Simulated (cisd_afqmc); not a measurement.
Input (AFQMC/CISD/aug-cc-pVQZ; cisd_afqmc is a phaseless AFQMC code with CISD trial states that reads the integrals written by Ansatz):

Ansatz 0.2 input:
```python
import cisd_afqmc

open("ham.yaml", "w").write("""\
crystal:
  periodic: [false, false, false]
  atoms:
    - {symbol: Br, position_ang: [0.00000000, 0.00000000, 0.00000000]}
basis:
  gaussian:
    orbitals: aug-cc-pVQZ
total_charge: 1
magnetization: {spin_polarized: true, initial_magnetization: 2}
correlation: {method: ccsd, electrons: outside_noble_gas, hamiltonian_folder: ham}
scf: {lower_state_search: full}
""")
rep = cisd_afqmc.ansatz("ham.yaml")
e_ccsd = rep["correlation"]["coupled_cluster"]["energy"]["hartree"]
out = cisd_afqmc.run("ham", e_ccsd, trial="CISD", walkers=100, populations=8, threads=8, dt=0.005, steps=40, early=24, settle=10, least=32,
    cut=5e-5, rank_cut=2e-4, target=0.0004, seconds=1500, seed=1, memory=12960, gpu=False)
```

Output:

```
orbitals 79, occupied [4, 2], factors 477 of 574, rank of the doubles 168 of 454
E(HF) = -2572.052989
E(CCSD) on the cut factors = -2572.186781, shift to the whole factors 0.000002
Energy of the trial state on the determinant = -2572.186749
  tau behind 7.2 of longer steps, mean of the populations' last blocks
   2.0  -2572.19172
   4.0  -2572.19112
   6.0  -2572.19140
   8.0  -2572.19156
blocks 299 (5 outliers left out), error by blocks joined: 1: 0.00007, 2: 0.00009, 4: 0.00011, 8: 0.00012, 16: 0.00014
E(AFQMC/CISD) = -2572.19131 +/- 0.00014
```
